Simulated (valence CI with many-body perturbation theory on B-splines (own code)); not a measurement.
Values are calculated unless marked as measured or tabulated.
Ru38+: magnetic and hyperfine properties of the levels

Method: valence CI with perturbative core correlation (CI+MBPT): four valence electrons over a frozen Dirac-Fock core [He], a basis of 11 s, 11 p, 10 d, 8 f, 5 g, 2 h functions for each j, with the one-electron correlation potential Σ1 (screened to all orders), the two-electron term Σ2, the three-electron term Σ3, Breit, model QED; selected single and double excitations, second order for the rest, scaled by the run's own slope (own B-spline code, finite nucleus).

The last digits are not significant, and no measured levels were compared; by estimate large intervals hold to a few tenths of a per cent, small ones and those within an open d or f shell to about a per cent. Among the levels kept, up to 900 cm⁻¹ of a level comes from second order outside the variational space, and about a tenth of that is noise between levels of different J, which matters for small intervals.

A/g_I is the dipole constant over the nuclear g factor μ/I (μ in nuclear magnetons, uniformly magnetised nucleus), B/Q the quadrupole constant per barn. Both hold the static response of the core; the bare values leave it out. Large factors of s and p1/2 electrons are usually good to 5 to 10 %; those of open d and f shells near neutrality can be off by tens of per cent, and small factors of p3/2, d and f electrons come from cancelling terms and can be off by a factor of two or in sign, in half-filled shells by more. B is blank for J = 1/2, where it vanishes, and for nearly pure S terms. Energies count from the lowest level. Levels with J = 0 are left out.

Levels are named by their leading jj configuration (3d3/2^4 stands for four electrons in 3d with j = 3/2), which in mixed levels can hold well under half, so a name can repeat and another be missing. Letters in brackets count levels of one name in rising energy.

```tsv
Level	E (Ry)	g	A/g_I (MHz)	A/g_I bare	B/Q (MHz/b)	B/Q bare
(2s^2 2p1/2 2p3/2) J=1	9.47	1.490	-39400	-31100	148000	148000
(2s^2 2p1/2 2p3/2) J=2	10.43	1.193	347000	350000	220000	221000
(2s 2p1/2^2 2p3/2) J=2	19.48	1.677	812000	809000	201000	202000
(2s^2 2p3/2^2) J=2	20.58	1.283	165000	169000	73900	74100
(2s 2p1/2^2 2p3/2) J=1	23.17	1.014	-482000	-466000	226000	226000
(2s 2p1/2 2p3/2^2) J=2 [a]	28.60	1.486	626000	623000	202000	203000
(2s 2p1/2 2p3/2^2) J=3	30.54	1.321	752000	747000	-790	-810
(2s 2p1/2 2p3/2^2) J=1 [a]	33.31	1.275	30600	39500	-230000	-231000
(2s 2p1/2 2p3/2^2) J=2 [b]	34.03	1.109	28400	37900	-140000	-140000
(2s 2p1/2 2p3/2^2) J=1 [b]	34.45	1.429	1060000	1060000	81100	81300
(2s 2p3/2^3) J=2	42.39	1.348	845000	837000	-267000	-268000
(2p1/2^2 2p3/2^2) J=2	45.29	1.355	142000	152000	61700	61800
(2s 2p3/2^3) J=1	45.61	1.235	-506000	-485000	-74600	-74900
(2p1/2 2p3/2^3) J=1	55.28	1.490	-53400	-38800	-146000	-146000
(2p1/2 2p3/2^3) J=2	56.33	1.121	352000	355000	-355000	-356000
(2s^2 2p1/2 3s) J=1	233.35	1.334	896000	887000	-10800	-10800
(2s^2 2p1/2 3p1/2) J=1	236.36	0.661	615000	610000	-2410	-2410
(2s^2 2p1/2 3p3/2) J=1	239.80	1.514	-6090	-5010	42600	42700
(2s^2 2p1/2 3p3/2) J=2	240.08	1.166	272000	272000	73600	73700
(2s 2p1/2^2 3s) J=1	242.44	2.152	1600000	1580000	-6180	-6200
(2s^2 2p1/2 3d3/2) J=2	242.81	0.761	259000	257000	22100	22400
(2s^2 2p3/2 3s) J=2	243.74	1.439	222000	224000	239000	240000
(2s^2 2p1/2 3d3/2) J=1	243.88	0.838	-121000	-120000	5160	5260
(2s^2 2p3/2 3s) J=1	244.24	1.143	-1120	7680	160000	161000
(2s^2 2p1/2 3d5/2) J=3	244.41	1.111	166000	165000	4760	5000
(2s^2 2p1/2 3d5/2) J=2	244.44	1.322	-29400	-28400	70800	71100
(2s 2p1/2^2 3p1/2) J=1	245.73	1.503	1380000	1370000	-6570	-6580
(2s^2 2p3/2 3p1/2) J=1	247.66	1.430	142000	149000	146000	146000
(2s^2 2p3/2 3p1/2) J=2	247.86	1.197	195000	198000	271000	271000
(2s 2p1/2^2 3p3/2) J=2	249.07	1.580	697000	690000	76200	76300
(2s 2p1/2^2 3p3/2) J=1	249.40	1.059	-590000	-579000	38200	38300
```

(1) Take the isotope of mass number 99, with I = 5/2, μ = -0.641 μN, leaving out the quadrupole term. What is the hyperfine structure of (2s 2p1/2^2 2p3/2) J=2?

## Answers

(1) From the table A = -208000 MHz. Shifts from the centre of gravity in MHz: F = 1/2: 1460000, F = 3/2: 1140000, F = 5/2: 624000, F = 7/2: -104000, F = 9/2: -1040000.
